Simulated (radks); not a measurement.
Results of a calculation; reference values are marked as such.
Si+, 13 electrons, occupied as [Ne] 3s2 3p1. Code: a radial shooting solver on a logarithmic mesh with Libxc functionals. Model: Dirac Kohn-Sham, PBE, spin-unpolarised, spherical densities, finite nucleus; open shells fill j = l - 1/2 first; Fermi nuclear charge, rms radius 3.1224 fm.

X-ray form factor f0, the Fourier transform of the density (f0(0) = 13):

sin(theta)/lambda (1/angstrom)  f0 (electrons)
0.05                                    12.651
0.1                                     11.773
0.15                                    10.709
0.2                                      9.725
0.25                                     8.914
0.3                                      8.255
0.4                                      7.184
0.5                                      6.215
0.6                                      5.293
0.8                                      3.746
1                                        2.707
1.25                                     1.974
1.5                                      1.603
2                                        1.265
